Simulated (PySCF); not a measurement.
**How methods differ on the ionisation energy of Cl⁺**

Cl⁺ [Ne] 3s2 3p4 (3P) → Cl²⁺ [Ne] 3s2 3p3 (4S), as a difference of total energies. Computed with PySCF 2.14 in cc-pVTZ-DK (5s4p2d1f, 34 functions), with the spin-free X2C one-electron Hamiltonian (Gaussian nucleus). Correlated levels: valence: [Ne] frozen. The calculations carry no spin-orbit coupling.

```tsv
method	ionisation energy (eV)	error (eV)
UHF	22.569	-1.202
LDA	23.950	+0.179
BP86	23.998	+0.227
MP2 (valence)	23.334	-0.437
SCS-MP2 (valence)	23.416	-0.355
CCSD (valence)	23.443	-0.328
CCSD(T) (valence)	23.471	-0.300
```

Reference: 23.771 eV (measured; NIST levels, between the centres of gravity of the two terms).

Errors of the correlated levels include the incompleteness of this basis and the frozen core.
